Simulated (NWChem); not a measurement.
System: ZnSH, doublet; SMILES [SH][Zn]

Excerpt of the output:

```
             Northwest Computational Chemistry Package (NWChem) 7.3.0
             --------------------------------------------------------

 CS  symmetry detected

                             Geometry "geometry" -> ""
                             -------------------------

 Output coordinates in angstroms (scale by  1.889725989 to convert to a.u.)

  No.       Tag          Charge          X              Y              Z
 ---- ---------------- ---------- -------------- -------------- --------------
    1 Zn                  30.0000    -0.01234268     0.81364875     0.00000000
    2 S                   16.0000    -0.05737874    -1.42729956     0.00000000
    3 H                    1.0000     1.28834019    -1.57266955     0.00000000

 Effective nuclear repulsion energy (a.u.)     125.4208431689

      Symmetry information
      --------------------

 Group name             Cs
 Group number              2
 Group order               2
 No. of unique centers     3

                                 NWChem DFT Module
                                 -----------------

 Summary of "ao basis" -> "ao basis" (spherical)
 ------------------------------------------------------------------------------
       Tag                 Description            Shells   Functions and Types
 ---------------- ------------------------------  ------  ---------------------
 Zn                         def2-svp                11       31   5s3p2d1f
 S                          def2-svp                 8       18   4s3p1d
 H                          def2-svp                 3        5   2s1p

      Symmetry analysis of basis
      --------------------------

        a'         38
        a"         16

            General Information
            -------------------
          SCF calculation type: DFT
          Wavefunction type:  spin polarized.
          No. of atoms     :     3
          No. of electrons :    47
           Alpha electrons :    24
            Beta electrons :    23
          Charge           :     0
          Spin multiplicity:     2
          Use of symmetry is: off; symmetry adaption is: on
          Maximum number of iterations: 150
          AO basis - number of functions:    54
                     number of shells:    22
          Convergence on energy requested:  1.00D-06
          Convergence on density requested:  1.00D-05
          Convergence on gradient requested:  5.00D-04

              XC Information
              --------------
                        BHLYP Method XC Functional
                     Hartree-Fock (Exact) Exchange  0.500
                        Slater Exchange Functional  0.500 local
                    Becke 1988 Exchange Functional  0.500 non-local
              Lee-Yang-Parr Correlation Functional  1.000

             Grid Information
             ----------------
          Grid used for XC integration:  medium
          Radial quadrature: Mura-Knowles
          Angular quadrature: Lebedev.
          Tag              B.-S. Rad. Rad. Pts. Rad. Cut. Ang. Pts.
          ---              ---------- --------- --------- ---------
          Zn                  1.35      112           9.0       590
          S                   1.00       88           9.0       590
          H                   0.35       45          10.0       434
          Grid pruning is: on
          Number of quadrature shells:   245
          Spatial weights used:  Erf1

      Superposition of Atomic Density Guess
      -------------------------------------

 Sum of atomic energies:       -2175.40807738

      Non-variational initial energy
      ------------------------------

 Total energy =   -2175.660142
 1-e energy   =   -3284.198186
 2-e energy   =     983.117201
 HOMO         =      -0.150284
 LUMO         =       0.104000

   Symmetry analysis of molecular orbitals - initial alpha
   -------------------------------------------------------

  Numbering of irreducible representations:

     1 a'          2 a"

  Orbital symmetries:

     1 a'          2 a'          3 a'          4 a'          5 a'
     6 a"          7 a'          8 a'          9 a'         10 a"
    11 a'         12 a'         13 a'         14 a"         15 a'
    16 a'         17 a"         18 a'         19 a'         20 a"
    21 a'         22 a'         23 a"         24 a'         25 a'
    26 a'         27 a"         28 a'         29 a'         30 a'
    31 a'         32 a"         33 a'         34 a'

   Symmetry analysis of molecular orbitals - initial beta
   ------------------------------------------------------

  Numbering of irreducible representations:

     1 a'          2 a"

  Orbital symmetries:

     1 a'          2 a'          3 a'          4 a'          5 a'
     6 a"          7 a'          8 a'          9 a'         10 a"
    11 a'         12 a'         13 a'         14 a"         15 a'
    16 a'         17 a"         18 a'         19 a'         20 a"
    21 a'         22 a'         23 a"         24 a'         25 a'
    26 a'         27 a"         28 a'         29 a'         30 a'
    31 a'         32 a"         33 a'         34 a'

   convergence    iter        energy       DeltaE   RMS-Dens  Diis-err
 ---------------- ----- ----------------- --------- --------- ---------
 d= 0,ls=0.0,diis     1  -2177.7261610437 -2.30D+03  9.46D-03  3.59D-02
                                                     6.64D-03  3.18D-02
 d= 0,ls=0.0,diis     2  -2177.7490621104 -2.29D-02  2.42D-03  1.21D-02
                                                     2.90D-03  1.19D-02
 d= 0,ls=0.0,diis     3  -2177.7576354463 -8.57D-03  1.10D-03  7.71D-04
                                                     5.94D-04  7.01D-04
 d= 0,ls=0.0,diis     4  -2177.7583059631 -6.71D-04  3.21D-04  1.09D-04
                                                     2.42D-04  9.67D-05
 d= 0,ls=0.0,diis     5  -2177.7584029819 -9.70D-05  2.35D-04  2.42D-05
                                                     1.47D-04  2.87D-05
  Resetting Diis
 d= 0,ls=0.0,diis     6  -2177.7584334185 -3.04D-05  9.87D-05  3.42D-06
                                                     8.42D-05  1.84D-06
 d= 0,ls=0.0,diis     7  -2177.7584396203 -6.20D-06  2.51D-05  3.67D-07
                                                     3.07D-05  3.92D-07
 d= 0,ls=0.0,diis     8  -2177.7584405651 -9.45D-07  1.16D-05  1.18D-07
                                                     1.90D-05  1.26D-07
 d= 0,ls=0.0,diis     9  -2177.7584408443 -2.79D-07  1.54D-05  6.17D-08
                                                     1.78D-05  6.15D-08
 d= 0,ls=0.0,diis    10  -2177.7584409802 -1.36D-07  2.56D-06  8.37D-09
                                                     3.77D-06  8.09D-09

         Total DFT energy =    -2177.758440980220
      One electron energy =    -3283.766650918391
           Coulomb energy =     1077.827551546634
    Exchange-Corr. energy =      -97.240184777372
 Nuclear repulsion energy =      125.420843168908

 Numeric. integr. density =       46.999997330100

[...]

                                NWChem TDDFT Module
                                -------------------

            General Information
            -------------------
           No. of orbitals :     108
            Alpha orbitals :      54
             Beta orbitals :      54
        Alpha frozen cores :       0
         Beta frozen cores :       0
     Alpha frozen virtuals :       0
      Beta frozen virtuals :       0
         Spin multiplicity :       2
    Number of AO functions :      54
        Use of symmetry is : off
      Symmetry adaption is : on
         Schwarz screening :  0.10D-07

              XC Information
              --------------
                 BHLYP Method XC Functional
              Hartree-Fock (Exact) Exchange   0.50
                 Slater Exchange Functional   0.50 local
             Becke 1988 Exchange Functional   0.50 non-local
       Lee-Yang-Parr Correlation Functional   1.00

             TDDFT Information
             -----------------
          Calculation type : Tamm-Dancoff TDDFT
         Wavefunction type : Unrestricted
          No. of electrons :      47
           Alpha electrons :      24
            Beta electrons :      23
              No. of roots :       6
          Max subspacesize :    5200
            Max iterations :     100
               Target root :       1
           Target symmetry : none
      Symmetry restriction : off
                 Algorithm : Optimal
        Davidson threshold :  0.10D-03

    6 smallest eigenvalue differences (eV)
--------------------------------------------------------
  No. Spin  Occ  Vir  Irrep   E(Occ)    E(Vir)   E(Diff)
--------------------------------------------------------
    1    2   23   24 a"       -0.282    -0.079     5.527
    2    2   22   24 a'       -0.332    -0.079     6.881
    3    1   24   25 a'       -0.235     0.059     8.010
    4    1   24   26 a"       -0.235     0.075     8.450
    5    1   24   27 a'       -0.235     0.085     8.730
    6    1   23   25 a"       -0.286     0.059     9.387
--------------------------------------------------------

  Entering Davidson iterations
  Unrestricted

  Iter   NTrls   NConv    DeltaV     DeltaE      Time
  ----  ------  ------  ---------  ---------  ---------
    1      6       0     0.10E+00   0.10+100        5.1
    2     12       0     0.43E-01   0.17E-01        5.0
    3     18       0     0.46E-01   0.70E-02        5.6
    4     24       0     0.19E-01   0.35E-02        5.3
    5     30       1     0.19E-01   0.15E-02        5.1
    6     35       2     0.66E-02   0.51E-03        4.4
    7     39       4     0.14E-02   0.33E-04        4.8
    8     41       4     0.75E-03   0.25E-05        3.7
    9     43       5     0.26E-03   0.33E-06        3.4
   10     44       6     0.88E-04   0.21E-07        2.7
  ----  ------  ------  ---------  ---------  ---------
  Convergence criterion met

  Ground state a'      -2177.758440980220 a.u.
  <S2> =   0.7552

  ----------------------------------------------------------------------------
  Root   1         a"             0.089225247 a.u.                2.4279 eV
  <S2> =   0.7973
  ----------------------------------------------------------------------------
     Transition Moments    X -0.00000   Y -0.00000   Z  0.19805
     Dipole Oscillator Strength                    0.0023332376
     Electric Quadrupole                           0.0000000003
     Magnetic Dipole                               0.0000000061
     Total Oscillator Strength                     0.0023332439

     Occ.   23 beta  a"  ---  Virt.   24 beta  a'      -0.98931
     Occ.   23 beta  a"  ---  Virt.   28 beta  a'      -0.07943
     Occ.   23 beta  a"  ---  Virt.   29 beta  a'       0.09033
  ----------------------------------------------------------------------------
  Root   2         a'             0.152882171 a.u.                4.1601 eV
  <S2> =   0.7898
  ----------------------------------------------------------------------------
     Transition Moments    X  0.04281   Y  1.11312   Z -0.00000
     Dipole Oscillator Strength                    0.1264714770
     Electric Quadrupole                           0.0000000324
     Magnetic Dipole                               0.0000000087
     Total Oscillator Strength                     0.1264715182

     Occ.   23 alpha a"  ---  Virt.   26 alpha a"       0.14327
     Occ.   24 alpha a'  ---  Virt.   27 alpha a'       0.07547
     Occ.   24 alpha a'  ---  Virt.   29 alpha a'       0.14907
     Occ.   22 beta  a'  ---  Virt.   24 beta  a'      -0.96150
     Occ.   22 beta  a'  ---  Virt.   28 beta  a'      -0.05570
     Occ.   23 beta  a"  ---  Virt.   27 beta  a"       0.07146
  ----------------------------------------------------------------------------
  Root   3         a'             0.173006106 a.u.                4.7077 eV
  <S2> =   0.7751
  ----------------------------------------------------------------------------
     Transition Moments    X -0.76288   Y  0.10870   Z  0.00000
     Dipole Oscillator Strength                    0.0684868396
     Electric Quadrupole                           0.0000001757
     Magnetic Dipole                               0.0000008701
     Total Oscillator Strength                     0.0684878854

     Occ.   24 alpha a'  ---  Virt.   25 alpha a'       0.97440
     Occ.   24 alpha a'  ---  Virt.   27 alpha a'      -0.12993
     Occ.   22 beta  a'  ---  Virt.   25 beta  a'      -0.12573
     Occ.   22 beta  a'  ---  Virt.   26 beta  a'       0.08582
  ----------------------------------------------------------------------------
  Root   4         a"             0.188807906 a.u.                5.1377 eV
  <S2> =   0.7734
  ----------------------------------------------------------------------------
     Transition Moments    X  0.00000   Y  0.00000   Z  0.81011
     Dipole Oscillator Strength                    0.0826071516
     Electric Quadrupole                           0.0000002376
     Magnetic Dipole                               0.0000012810
     Total Oscillator Strength                     0.0826086702

     Occ.   24 alpha a'  ---  Virt.   26 alpha a"      -0.98163
     Occ.   22 beta  a'  ---  Virt.   27 beta  a"       0.16392
  ----------------------------------------------------------------------------
  Root   5         a"             0.214681076 a.u.                5.8418 eV
  <S2> =   2.7367
  ----------------------------------------------------------------------------
     Transition Moments    X  0.00000   Y  0.00000   Z -0.02245
     Dipole Oscillator Strength                    0.0000721592
     Electric Quadrupole                           0.0000000001
     Magnetic Dipole                               0.0000000011
     Total Oscillator Strength                     0.0000721605

     Occ.   23 alpha a"  ---  Virt.   25 alpha a'      -0.51724
     Occ.   23 alpha a"  ---  Virt.   27 alpha a'      -0.44595
     Occ.   23 alpha a"  ---  Virt.   28 alpha a'       0.27029
     Occ.   23 alpha a"  ---  Virt.   29 alpha a'       0.07878
     Occ.   23 alpha a"  ---  Virt.   30 alpha a'      -0.06566
     Occ.   23 beta  a"  ---  Virt.   25 beta  a'       0.51141
     Occ.   23 beta  a"  ---  Virt.   26 beta  a'       0.35247
     Occ.   23 beta  a"  ---  Virt.   28 beta  a'      -0.22666
     Occ.   23 beta  a"  ---  Virt.   29 beta  a'      -0.06768
     Occ.   23 beta  a"  ---  Virt.   30 beta  a'       0.06265
  ----------------------------------------------------------------------------
  Root   6         a'             0.221023619 a.u.                6.0144 eV
  <S2> =   0.8791
  ----------------------------------------------------------------------------
     Transition Moments    X -0.15369   Y -0.04869   Z  0.00000
     Dipole Oscillator Strength                    0.0038296630
     Electric Quadrupole                           0.0000000355
     Magnetic Dipole                               0.0000002181
     Total Oscillator Strength                     0.0038299167

     Occ.   22 alpha a'  ---  Virt.   25 alpha a'       0.10345
     Occ.   22 alpha a'  ---  Virt.   27 alpha a'       0.14171
     Occ.   22 alpha a'  ---  Virt.   28 alpha a'      -0.11213
     Occ.   22 alpha a'  ---  Virt.   29 alpha a'      -0.05119
     Occ.   23 alpha a"  ---  Virt.   26 alpha a"       0.05219
     Occ.   24 alpha a'  ---  Virt.   25 alpha a'      -0.13985
     Occ.   24 alpha a'  ---  Virt.   27 alpha a'      -0.94363
     Occ.   24 alpha a'  ---  Virt.   28 alpha a'       0.08990
     Occ.   24 alpha a'  ---  Virt.   29 alpha a'       0.06550
     Occ.   21 beta  a'  ---  Virt.   24 beta  a'      -0.05898
     Occ.   22 beta  a'  ---  Virt.   25 beta  a'      -0.11890

              Target root =      1
          Target symmetry = none
      Ground state energy =  -2177.758440980220
        Excitation energy =      0.089225247387
     Excited state energy =  -2177.669215732833

  stored tddft:energy   -2177.6692157328330
```

Level: BHandHLYP/def2-SVP, spin-unrestricted, TDA. In the optimisation the excess spin sits in a' (Cs, its own frame). The geometry was optimised at B3LYP/6-31G* (spherical d), spin-unrestricted. The spin multiplicity was typed, not searched, and may not be the lowest. No stability test was run on the SCF state.

Question: Reconstruct the input file.

Answer: One answer among several that fit: the input that was run:
```
start job
memory heap 200 mb stack 900 mb global 1100 mb
geometry units angstroms noautoz
  Zn    -0.002350     0.776007     0.000000
  S     -0.072557    -1.464294     0.000000
  H      1.271444    -1.624772     0.000000
end
basis spherical
  * library def2-svp
end
dft
  odft
  mult 2
  xc bhlyp
  iterations 150
end
tddft
  cis
  nroots 6
end
task tddft energy
```
